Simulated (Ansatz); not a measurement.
The cluster ZrSe₂. Total charge 0; triplet. Geometry PBE0-D4/def2-TZVP, that of the charge +1 doublet; atoms count from 1.

Cartesian coordinates in Å:
```
Zr 1.085 0.819 -0.394
Se -0.615 -0.845 -0.908
Se -0.470 0.026 1.302
```

In the def2 sets Zr takes a core potential; there is no spin–orbit coupling. The structure comes from a short search, and lower isomers may exist.

Estimate the Mulliken populations from the PBE0/def2-TZVP orbitals of Ansatz.


```tsv
atom	charge (e)	spin (α − β)	d electrons
Zr1	0.55	2.16	2.66
Se2	-0.28	-0.08	–
Se3	-0.28	-0.08	–
```
Mulliken values depend strongly on the basis.

Where does the spin sit?

Summed by element: Zr 2.16, Se -0.16, of 2 unpaired in all. Largest on single atoms: Zr1 2.16, Se2 -0.08, Se3 -0.08.

And the Mayer bond orders between heavy atoms (over 0.3)?

Zr1–Se2 1.23 (2.43 Å); Zr1–Se3 1.23 (2.43 Å); Se2–Se3 1.07 (2.38 Å).
